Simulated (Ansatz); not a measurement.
`[SiH3][CH]1[CH2][GaH]1` → `[CH2]1[CH2][GaH]1` + `[SiH2]`  (silylene formation by 1,1-elimination)

Gas-phase electronic energies from Ansatz, PBE0-D4/def2-TZVP geometries. CCSD(T)/CBS adds triple-zeta CCSD(T) − MP2 to the extrapolated MP2 energy (def2 sets, frozen cores). This one scheme is used for every species. Functionals use def2-TZVPP. For Ga outer-core shells are correlated without core-valence functions, which leaves a few kJ/mol of doubt a bond. Scalar relativity is left out up to krypton.

```tsv
species	PBE0 energy (Eh)
`[SiH3][CH]1[CH2][GaH]1`	-2294.26920
`[CH2]1[CH2][GaH]1`	-2003.67006
`[SiH2]`	-290.48646
```

Work out ΔE.

ΔE = (-2003.67006) + (-290.48646) − (-2294.26920) = 0.11268 Eh = +295.8 kJ/mol. CCSD(T)/CBS gives +295.9 kJ/mol.

Largest T1 diagnostic among the species: 0.017.

In def2-TZVPP, CCSD(T) changes the Hartree–Fock value by +25.8 kJ/mol (the triples alone add +12.1 kJ/mol) and MP2 by +33.4 kJ/mol. From PBE to PBE0 (25 % exact exchange), in def2-TZVPP and without D4, ΔE moves by −6.4 kJ/mol.
